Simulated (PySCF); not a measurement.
PySCF job for Cd(H)(SiH3) (CdH4Si), SMILES [SiH3][CdH], B3LYP-D3(BJ)/def2-TZVP. Geometry: B3LYP-D3(BJ)/def2-TZVP. The def2 effective core potentials stand for the cores of Cd; spin–orbit coupling is left out.

```python
import numpy as np
from pyscf import gto, scf, dft, df
from pyscf.hessian import thermo

mol = gto.M(
    atom='''
    Cd   -0.00000000   -0.00000000   -0.65086272
    H     0.00000001    0.00000000   -2.35020182
    Si    0.00000000   -0.00000000    1.87856990
    H     1.19555786    0.69025565    2.43054455
    H    -0.00000000   -1.38051130    2.43054455
    H    -1.19555786    0.69025566    2.43054454
    ''',
    basis='def2-TZVP',
    ecp={'Cd': 'def2-tzvp'},
    charge=0,
    spin=0,
    max_memory=1600,
    verbose=3,
)
mf = dft.RKS(mol, xc='b3lyp').density_fit(auxbasis='def2-universal-jkfit')
mf.disp = 'd3bj'
mf.grids.level = 3
mf.conv_tol = 1e-11
mf.max_cycle = 100
mf.kernel()

# [left out here: the lines that compute and print the analytic Hessian (its translational invariance restored by hand, since the grid's response is missing), thermochemistry and intensities]
```

Program output:

```
converged SCF energy = -459.740818802355

WARN: DFTD3 does not support analytical Hessian, using finite difference


WARN: Mole.unit (angstrom) is changed to Bohr

Mode                                 0                   1                   2
Irrep
Freq [cm^-1]                      285.6941            342.0081            342.0133
Reduced mass [au]                   9.4768              1.0230              1.0230
Force const [Dyne/A]                0.4557              0.0705              0.0705
Char temp [K]                     411.0502            492.0735            492.0810
Normal mode                   x     y     z       x     y     z       x     y     z
       0  Cd                -0.00  0.00 -0.04    0.01 -0.00 -0.00    0.00  0.01  0.00
       1   H                 0.00 -0.00 -0.04   -0.58  0.49  0.00   -0.49 -0.58 -0.00
       2  Si                 0.00  0.00  0.16    0.01 -0.01  0.00    0.01  0.01 -0.00
       3   H                -0.00 -0.00  0.16   -0.14  0.13  0.15   -0.10 -0.14  0.42
       4   H                -0.00  0.00  0.16   -0.15  0.11  0.29   -0.12 -0.13 -0.34
       5   H                 0.00 -0.00  0.16   -0.12  0.11 -0.44   -0.12 -0.15 -0.08
Mode                                 3                   4                   5
Irrep
Freq [cm^-1]                      489.5912            489.5967            869.3248
Reduced mass [au]                   1.1239              1.1239              1.0990
Force const [Dyne/A]                0.1587              0.1587              0.4893
Char temp [K]                     704.4128            704.4207           1250.7649
Normal mode                   x     y     z       x     y     z       x     y     z
       0  Cd                -0.01  0.01 -0.00   -0.01 -0.01  0.00   -0.00  0.00  0.00
       1   H                 0.51 -0.34  0.00    0.34  0.51 -0.00    0.00 -0.00 -0.03
       2  Si                 0.05 -0.03 -0.00    0.03  0.05  0.00    0.00  0.00  0.06
       3   H                -0.16  0.13  0.23   -0.08 -0.16  0.47    0.18  0.10 -0.51
       4   H                -0.18  0.09  0.29   -0.12 -0.14 -0.43    0.00 -0.20 -0.51
       5   H                -0.13  0.09 -0.52   -0.12 -0.18 -0.03   -0.18  0.10 -0.51
Mode                                 6                   7                   8
Irrep
Freq [cm^-1]                      954.3415            954.3447           1737.1307
Reduced mass [au]                   1.0325              1.0325              1.0168
Force const [Dyne/A]                0.5540              0.5540              1.8078
Char temp [K]                    1373.0849           1373.0895           2499.3443
Normal mode                   x     y     z       x     y     z       x     y     z
       0  Cd                 0.00  0.00 -0.00   -0.00  0.00 -0.00   -0.00  0.00  0.01
       1   H                -0.00 -0.01  0.00    0.01 -0.00  0.00   -0.00 -0.00 -0.99
       2  Si                 0.01  0.03 -0.00   -0.03  0.01 -0.00    0.00 -0.00 -0.00
       3   H                 0.32 -0.34 -0.24    0.21 -0.54  0.19   -0.01 -0.01  0.01
       4   H                -0.27  0.13  0.28    0.68  0.05  0.11    0.00  0.02  0.01
       5   H                -0.38 -0.62 -0.04   -0.07  0.16 -0.30    0.01 -0.01  0.01
Mode                                 9                  10                  11
Irrep
Freq [cm^-1]                     2189.8197           2198.3805           2198.3828
Reduced mass [au]                   1.0201              1.0504              1.0504
Force const [Dyne/A]                2.8822              2.9911              2.9911
Char temp [K]                    3150.6630           3162.9801           3162.9834
Normal mode                   x     y     z       x     y     z       x     y     z
       0  Cd                -0.00  0.00 -0.00    0.00 -0.00 -0.00    0.00  0.00 -0.00
       1   H                 0.00 -0.00  0.02    0.00 -0.00  0.00    0.00  0.00  0.00
       2  Si                -0.00 -0.00  0.02    0.03 -0.03  0.00    0.03  0.03  0.00
       3   H                -0.47 -0.27 -0.19   -0.20 -0.13 -0.10   -0.61 -0.34 -0.28
       4   H                -0.00  0.54 -0.19    0.01  0.48 -0.20    0.01 -0.56  0.23
       5   H                 0.47 -0.27 -0.19   -0.63  0.36  0.29   -0.12  0.08  0.06
temperature 298.1500 [K]
pressure 101325.00 [Pa]
Rotational constants [GHz] 87.69109 2.94852 2.94852
Symmetry number 3
Zero-point energy (ZPE) 0.02973 [Eh]   78060.092 [J/mol]
                           tot       elec      trans        rot        vib
Entropy [J/mol/K]       283.905      0.000    170.774     89.439     23.693
Cv [J/mol/K]             62.103      0.000     12.472     12.472     37.160
Cp [J/mol/K]             70.417      0.000     20.786     12.472     37.160
Internal energy [J/mol]                      3718.434   3718.434  82769.178
Internal energy [Eh]   -459.70646  -459.74082
Enthalpy [J/mol]                             6197.391   3718.434  82769.178
Enthalpy [Eh]          -459.70552
Gibbs free energy [J/mol]                  -44718.787 -22947.704  75705.237
Gibbs free energy [Eh] -459.73776
static polarisability / bohr^3: [[ 5.1277e+01 -0.0000e+00 -0.0000e+00]
 [-0.0000e+00  5.1277e+01 -2.0000e-03]
 [-0.0000e+00  0.0000e+00  9.1584e+01]]
largest difference of analytic and finite-field dipole derivatives / e: 0.0022900174508951876
mode   freq/cm-1   IR/(km/mol)   Raman/(A^4/amu)   depolarisation
   1      285.69         2.935            28.690            0.208
   2      342.01        51.253             6.251            0.750
   3      342.01        51.254             6.256            0.750
   4      489.59         9.335             2.139            0.750
   5      489.60         9.335             2.137            0.750
   6      869.32       331.483             9.688            0.158
   7      954.34        45.925            13.915            0.750
   8      954.34        45.926            13.914            0.750
   9     1737.13       388.452           479.108            0.279
  10     2189.82        79.220           288.487            0.000
  11     2198.38       103.338           139.166            0.750
  12     2198.38       103.337           139.221            0.750
max |gradient| / (hartree/bohr): 1.0425503010502468e-05
APT charges: [ 0.5504 -0.3726  0.5936 -0.2571 -0.2571 -0.2571]
```

Self-consistency was reached.

Cost: very roughly 3 core-minutes.
